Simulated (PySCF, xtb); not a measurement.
cyclopropanecarbaldehyde (C4H6O), SMILES O=CC1CC1. One conformer was computed; it need not be the lowest.

Harmonic wavenumbers (cm⁻¹) from GFN2-xTB run with xtb at its own minimum, in rising order: 119, 227, 284, 655, 803, 831, 856, 893, 980, 1028, 1068, 1073, 1084, 1093, 1155, 1240, 1360, 1386, 1416, 1471, 1761, 2749, 3072, 3091, 3093, 3102, 3120.

Task: What does B3LYP-D3(BJ)/def2-SVP run with PySCF give at its own minimum? (The exact figures need the calculation; the answer reports its results.)

Result: 115, 254, 307, 685, 791, 815, 824, 838, 995, 1048, 1054, 1090, 1095, 1112, 1193, 1216, 1379, 1421, 1424, 1478, 1825, 2888, 3128, 3130, 3171, 3225, 3235. Paired by order, the mean absolute difference is 39 cm⁻¹ and the zero-point energies are 55.8 and 56.8 kcal/mol.
